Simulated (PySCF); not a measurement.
An equivalent PySCF input for Tc⁺ (technetium, charge +1), [Kr] 4d5 5s1, high-spin 7S determinant, with a scalar-relativistic core potential:

```python
from pyscf import gto, scf, dft, mp, cc
import basis_set_exchange as bse
txt = bse.get_basis("aug-cc-pVDZ-PP", elements=["Tc"], fmt="nwchem", header=False)
cut = txt.index("\nECP")
mol = gto.M(atom="Tc 0 0 0", charge=1, spin=6, symmetry="D2h",
            basis=gto.basis.parse(txt[:cut]),
            ecp={"Tc": gto.basis.parse_ecp(txt[cut:])})
mf = dft.UKS(mol, xc="MN15")
mf.irrep_nelec = {'Ag': (4, 1), 'B1g': (1, 0), 'B2g': (1, 0), 'B3g': (1, 0), 'B1u': (1, 1), 'B2u': (1, 1), 'B3u': (1, 1)}
mf.kernel()
```

It reaches the same state as the run whose output follows, with an energy that differs only through the grid. The run itself started from symmetry-adapted Hartree-Fock orbitals and held the occupation by maximum overlap, on a logarithmic radial grid, so the iterations belong to that start.

```
SCF conv_tol = 1e-09
number electrons alpha = 10  beta = 4
XC functionals = MN15
    H. S. Yu, X. He, S. L. Li, and D. G. Truhlar.,  Chem. Sci. 7, 5032-5051 (2016)
    H. S. Yu, X. He, S. L. Li, and D. G. Truhlar.,  Chem. Sci. 7, 5032-5051 (2016)
cycle= 1 E= -79.9995181966946  delta_E= -0.00475  |g|= 0.0503  |ddm|= 0.271
cycle= 2 E= -80.0001711513204  delta_E= -0.000653  |g|= 0.0312  |ddm|= 0.243
cycle= 3 E= -80.000535956992  delta_E= -0.000365  |g|= 0.00142  |ddm|= 0.0846
cycle= 4 E= -80.0005391523504  delta_E= -3.2e-06  |g|= 0.000614  |ddm|= 0.00701
cycle= 5 E= -80.000539133443  delta_E= 1.89e-08  |g|= 0.000796  |ddm|= 0.000167
cycle= 6 E= -80.0005391314613  delta_E= 1.98e-09  |g|= 0.000798  |ddm|= 0.000126
cycle= 7 E= -80.000539164662  delta_E= -3.32e-08  |g|= 0.000255  |ddm|= 8.49e-05
cycle= 8 E= -80.0005391667562  delta_E= -2.09e-09  |g|= 8.2e-05  |ddm|= 1.99e-05
cycle= 9 E= -80.0005391668107  delta_E= -5.45e-11  |g|= 7.62e-05  |ddm|= 8.44e-06
cycle= 10 E= -80.0005391669728  delta_E= -1.62e-10  |g|= 4.02e-05  |ddm|= 1.6e-05
cycle= 11 E= -80.0005391670075  delta_E= -3.47e-11  |g|= 2.48e-05  |ddm|= 3.32e-06
converged SCF energy = -80.0005391670075  <S^2> = 12.001597  2S+1 = 7.0004563
```

Energies and moments cover only the electrons outside the core potential.
